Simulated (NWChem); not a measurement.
Molecule: Si₃H₈O; SMILES O[SiH2][SiH2][SiH3]

```xyz
12

O     -0.2377     2.9149    -0.0118
Si     0.5812     1.4570    -0.0047
Si    -0.8710    -0.3960    -0.0451
Si     0.3355    -2.4119     0.0059
H     -0.8883     3.0455     0.6844
H      1.4734     1.3218     1.1933
H      1.4299     1.4582    -1.2290
H     -1.7821    -0.3520     1.1459
H     -1.7300    -0.3559    -1.2715
H      1.2997    -2.4615    -1.1363
H     -0.5833    -3.5874    -0.0899
H      1.1075    -2.5078     1.2833
```
Atoms are numbered in this order, from 1.

Level: PBE0/def2-SVP (NWChem), optimised geometry, unscaled harmonic frequencies. 

| frequency (cm⁻¹) | IR intensity (km/mol) |
|---|---|
| 48 | 1.1 |
| 74 | 1.5 |
| 86 | 0.3 |
| 173 | 16.7 |
| 234 | 118.7 |
| 310 | 12.4 |
| 392 | 1.3 |
| 405 | 0.9 |
| 454 | 0.2 |
| 505 | 37.7 |
| 577 | 18.0 |
| 681 | 267.6 |
| 687 | 2.4 |
| 736 | 52.9 |
| 822 | 155.2 |
| 865 | 167.6 |
| 879 | 284.1 |
| 898 | 14.8 |
| 918 | 52.2 |
| 934 | 29.0 |
| 936 | 15.1 |
| 943 | 130.7 |
| 2195 | 101.4 |
| 2200 | 54.2 |
| 2214 | 58.1 |
| 2223 | 55.7 |
| 2233 | 98.3 |
| 2235 | 98.8 |
| 2257 | 107.3 |
| 3929 | 113.2 |

| Property | Result |
|---|---|
| zero-point energy | 45.8 kcal/mol |
| thermal correction to the enthalpy at 298.15 K (with zero-point energy) | 51.9 kcal/mol |
| heat capacity Cv | 30.3 cal/(mol K) |
| entropy at 298.15 K and 1 atm (symmetry number 1) | 91.8 cal/(mol K) |
| dipole moment | 1.23 D |

Rigid rotor and harmonic oscillator; modes under 100 cm⁻¹ make the entropy uncertain.
